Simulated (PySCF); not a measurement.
Adding and removing an electron: RuH

ROHF-CCSD(T); H def2-TZVPPD, Ru def2-TZVPPD with ECP28; scalar-relativistic core potentials (PySCF 2.14). Neutral (ROHF): quartet (σ ↑, δ ↑↑), Re = 1.574 Å, ωe = 2005 cm⁻¹, De = 2.75 eV.

RuH⁺ (UHF): quintet (σ ↑, π ↑, δ ↑↑), Re = 1.595 Å, ωe = 2024 cm⁻¹, De = 2.06 eV to H + Ru⁺ (4d7). The energies at the minima are -95.21107 hartree for RuH and -94.91972 for RuH⁺.

Work out the adiabatic ionisation energy, without and with harmonic zero-point energies (1 hartree = 27.2114 eV, 1 eV = 8065.5 cm⁻¹), and the change of the bond length.

At CCSD(T): 0.29135 hartree = 7.928 eV between the minima; the zero-point term (2024.0 − 2005.0)/2 cm⁻¹ = +0.001 eV makes it 7.929 eV. Re changes by +2.1 pm against the neutral. The electron leaves a π orbital, which is non-bonding in a hydride.

Correlated steps freeze no core orbitals. UHF and ROHF references stand side by side, which adds small steps between rows. These are scalar-relativistic numbers at best; spin–orbit coupling would shift them, the dissociation energy most. For an ion De counts to the pair picked by the measured ionisation energies or electron affinities, which need not be the lowest pair at this level. With d or f electrons several states lie close, and the lowest PBE0 determinant need not be the measured ground state.

Neutral and ion stand on different kinds of reference determinant, which adds to the error of the difference.
